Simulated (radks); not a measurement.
Question: The mean radii <r> (bohr) of the occupied orbitals of an atom or ion are listed with their occupations. All-electron calculation, Dirac Kohn-Sham, PBE, spin-unpolarised, spherical densities, finite nucleus; Fermi nuclear charge, rms radius of each element as measured or else 0.836 A^(1/3) + 0.57 fm. Program: a radial shooting solver on a logarithmic mesh with Libxc functionals.

| orbital | occ. | <r> |
|---|---|---|
| 1s1/2 | 2 | 0.03429 |
| 2s1/2 | 2 | 0.1481 |
| 2p1/2 | 2 | 0.1261 |
| 2p3/2 | 4 | 0.1307 |
| 3s1/2 | 2 | 0.3778 |
| 3p1/2 | 2 | 0.3646 |
| 3p3/2 | 4 | 0.3722 |
| 3d3/2 | 1 | 0.3315 |

Name the element and its charge. Open shells, if any, fill j = l - 1/2 first.

Answer: Z = 43, technetium, charge +24: Tc24+ in [Ar] 3d1. The 1s radius gives Z: for a bare nucleus <r> = (2 gamma + 1)/(2Z) with gamma = sqrt(1 - (Z/c)^2), 0.03371 bohr for Z = 43, and screening makes it slightly larger (0.03429 here). The occupations add up to 19, and the charge is Z minus that.
